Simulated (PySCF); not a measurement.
Molecule: `N#Cc1c[nH]c(F)p1`, C$_{4}$H$_{2}$FN$_{2}$P.

Bonds (- single, = double, # triple, : aromatic): N1#C2, C2-C3, C3:C4, C4:N5, N5:C6, C6-F7, C6:P8, P8:C3. C4 carries H9; N5 carries H10.

Frames of a GFN2-xTB Langevin trajectory at 300 K; GIAO PBE0/pcSseg-1 shieldings in PySCF, gas phase, non-relativistic; equivalent atoms averaged within each frame.

Scale: $^{15}$N (σ = 267.73 ppm) vs NH3; TMS for $^{13}$C (σ = 186.93 ppm), $^{1}$H (σ = 31.72 ppm); $^{19}$F (σ = 170.95 ppm) vs CFCl3; $^{31}$P (σ = 318.38 ppm) against H3PO4 (reference shieldings calculated alike). The references are static minima.

Question: How do the shifts (ppm) fluctuate along the trajectory?

Answer: 
| time (fs) | N1 | N5 | C6 | C4 | C2 | C3 | F7 | P8 | H10 | H9 |
| --- | --- | --- | --- | --- | --- | --- | --- | --- | --- | --- |
| optimised geometry | 322.2 | 183.1 | 195.7 | 129.2 | 120.5 | 117.2 | -112.7 | 59.4 | 8.54 | 7.31 |
| 250 | 322.8 | 187.6 | 196.6 | 129.2 | 120.2 | 114.0 | -111.2 | 55.0 | 9.53 | 7.51 |
| 425 | 322.0 | 179.9 | 194.6 | 129.9 | 120.0 | 119.3 | -102.6 | 45.8 | 9.89 | 7.65 |
| 625 | 312.7 | 186.1 | 198.4 | 133.4 | 122.6 | 109.2 | -94.7 | 46.9 | 8.07 | 7.27 |
| 800 | 319.3 | 190.3 | 193.1 | 131.5 | 118.4 | 118.5 | -107.0 | 56.9 | 9.48 | 7.47 |
| 1000 | 343.2 | 171.5 | 195.6 | 138.9 | 119.2 | 112.8 | -105.7 | 73.9 | 7.43 | 6.67 |
| mean of frames | 324.0 | 183.1 | 195.7 | 132.6 | 120.1 | 114.7 | -104.2 | 55.7 | 8.88 | 7.31 |
| standard deviation | 11.4 | 7.5 | 2.0 | 3.9 | 1.6 | 4.2 | 6.1 | 11.3 | 1.07 | 0.39 |

5 frames give an uncertainty of the mean of about the standard deviation over 2.2 at best, since frames this close in time may not be independent; classical motion lacks zero-point vibration, and the reference would need the same averaging.
